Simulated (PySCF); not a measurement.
# Static response to an electric field

Species: C4H9FOSi.
Structure used (GFN2-xTB), in Å, numbered top down from 1:
```
atom  x, y, z in Å
C1     2.8605    0.0382    0.0816
O2     1.5536    0.2307   -0.3791
Si3    0.2070    0.5241    0.4642
C4    -0.9240   -0.9133    1.0294
C5    -2.0771   -0.3620    0.1673
C6    -1.2996    0.6268   -0.7137
F7    -1.9414    1.8503   -0.8212
H8     2.9398   -0.9095    0.6173
H9     3.1558    0.8469    0.7522
H10    3.5217    0.0231   -0.7847
H11    0.3535    1.6047    1.4358
H12   -1.1836   -1.0126    2.0799
H13   -0.6046   -1.8937    0.6782
H14   -2.7831    0.1983    0.7776
H15   -2.6244   -1.1211   -0.3891
H16   -1.1619    0.2781   -1.7397
```

Level: B3LYP/def2-SVPD (PySCF), static field, nuclei fixed, core orbitals frozen in the response. The polarisability tensor in these axes (au):

```
x   89.25  2.72  1.99
y    2.72 71.03 -1.61
z    1.99 -1.61 68.51
```

What are the eigenvalues, a third of the trace, and Δα (Δα² = ½Σ(αi − αj)² over the three pairs)?

Principal values 67.31, 71.70 and 89.80 au; mean 76.27 au = 11.30 Å³ = 12.57 × 10⁻⁴⁰ C²·m²/J; Δα = 20.65 au (27 % of the mean).

What is the dipole moment, and where does it point?

(1.98, -1.85, 1.24) D, 2.98 D in size, pointing from the negative to the positive side. Measured along this direction, the outermost atoms are F7 at the negative end and H8 at the positive end.

In TDDFT the mean static polarisability is Σ f/ω² over all singlet excitations (ω in hartree). How much of it do the 8 lowest give? Their energies (eV) and oscillator strengths: 6.24, 0.0281; 6.53, 0.0058; 6.93, 0.0343; 7.06, 0.0169; 7.28, 0.0050; 7.33, 0.0155; 7.41, 0.0180; 7.60, 0.0039.

They add up to 1.99 au, 2.6 % of the 76.27 au; the largest single term is 0.54 au, from the state at 6.24 eV. Terms in order: 0.54, 0.10, 0.53, 0.25, 0.07, 0.21, 0.24, 0.05 au. Higher excitations give the rest. The strengths listed sum to 0.128.

What are the principal values of the traceless quadrupole moment, Θ = ½Σq(3rr − r²1), about the centre of nuclear charge?

-7.13, 0.70, 6.43 D·Å. The values depend on the origin, since the dipole doesn't vanish. The electronic extent ⟨r²⟩ about the same centre is 1078 bohr², a root-mean-square distance of 2.17 Å for the 64 electrons.

What molar refraction does this α imply?

Lorentz–Lorenz: R = (4π/3)N_A α = 2.5225 cm³/(mol·Å³) × 11.30 Å³ = 28.5 cm³/mol, in the limit of long wavelengths.

Along which axes do the principal values lie, and how far do the nuclei extend along each?

Largest value along (0.99, 0.14, 0.08), where the nuclei span 6.19 Å; middle along (-0.08, 0.87, -0.49), 4.09 Å; least along (-0.14, 0.48, 0.87), 3.18 Å. The response follows the extents in order.

Isolated species at its GFN2-xTB geometry (one conformer only).

The run behind these numbers computed excited states as well. On Arm Neoverse V1, one thread, no GPU, shared host with 32 logical CPUs at a one-minute load of 25, this took 48 s wall and 0.90 GiB of memory at its peak.
